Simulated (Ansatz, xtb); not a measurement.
Ranking isomers of C3H3BrN2O

4 gas-phase structures of C3H3BrN2O, from a drawn sample of its isomers (lower ones may exist). Each was relaxed with GFN2-xTB:

A. `Nc1cnc(Br)o1`, a singlet
B. `Cc1nnc(Br)o1`, a singlet
C. `Nc1ocnc1Br`, a singlet
D. `Nc1cnoc1Br`, a singlet

Task: Make a reasoned guess at their ranking by r2SCAN-D4/def2-SVP single-point energy.

Result: Calculated order at r2SCAN-D4/def2-SVP: C (0.000), A (0.116), B (0.532), D (1.288) eV.

Energies above the lowest of each column, in eV; the last columns are at B3LYP-D3(BJ)/def2-SVP geometries and were run for some of them only (a dash: not run or not comparable):

```tsv
structure	GFN2-xTB	HF/STO-3G	r2SCAN-D4/def2-SVP	B3LYP-D3(BJ)/def2-SVP	CCSD(T)/def2-SVP + ΔMP2/def2-TZVPP
C	0.000	0.452	0.000	0.000	0.000
A	0.011	0.407	0.116	0.121	0.108
B	0.163	0.000	0.532	0.518	0.341
D	1.313	1.153	1.288	–	–
```

CCSD(T)/def2-SVP + ΔMP2/def2-TZVPP puts C lowest of those it was run on; HF/STO-3G picks B. Flexible structures stand in one conformer each, not always the lowest. Frequencies (GFN2-xTB) were run for A, B, C alone. ΔMP2 is the change of the MP2 energy from the smaller to the larger basis.

Over these structures GFN2-xTB departs from r2SCAN-D4/def2-SVP by 0.128 eV on average once a common shift is removed. A GFN2-xTB relaxation took about 0.071 s and the r2SCAN-D4/def2-SVP energy about 2 s on a shared host (Ansatz 0.2.0, xtb 6.7.1).
